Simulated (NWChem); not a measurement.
Basis-set convergence for H5BGe

SMILES: [GeH3][BH2]
```xyz
7

B     -1.6886    -0.0845    -0.3898
Ge     0.3260     0.0150     0.0700
H      1.1630    -1.1585    -0.4845
H      0.9764     1.3353    -0.4032
H      0.4605    -0.0168     1.6146
H     -2.3813     0.8963    -0.2818
H     -2.2080    -1.1154    -0.7360
```
Charge 0, spin multiplicity 1.

Everything below was run with NWChem. The geometry was optimised at B3LYP/def2-SVP, a minimum by its harmonic frequencies.

Quantity: vertical ionisation energy at the level ΔB3LYP (Δ: difference of total energies, the cation a doublet at the parent's geometry; it is the state that the SCF runs reached, from PBE0 orbitals for Hartree-Fock references, and need not be the lowest).

The Hamiltonian is non-relativistic. B3LYP has NWChem's definition, with VWN1-RPA local correlation. The Pople sets run with spherical d functions. The structure started from a generated list of species. The stability of the SCF solutions was not checked.

The cost column gives rough processor time relative to 3-21G; each entry includes its own SCF.

| basis | functions | vertical ionisation energy (eV) | relative cost |
|---|---|---|---|
| 3-21G | 41 | … | 1 |
| 6-311G** | 92 | 10.68 | 4 |
| aug-cc-pVDZ | 104 | 10.66 | 8 |
| aug-pcseg-1 | 104 | … | 4 |
| pcseg-2 | 143 | 10.66 | 9 |
| cc-pVTZ | 143 | 10.66 | 20 |
| def2-TZVPP | 149 | 10.66 | 10 |

**Question.** Complete the blanks.

**Answer.** 
- 3-21G, vertical ionisation energy (eV): 10.73
- aug-pcseg-1, vertical ionisation energy (eV): 10.70
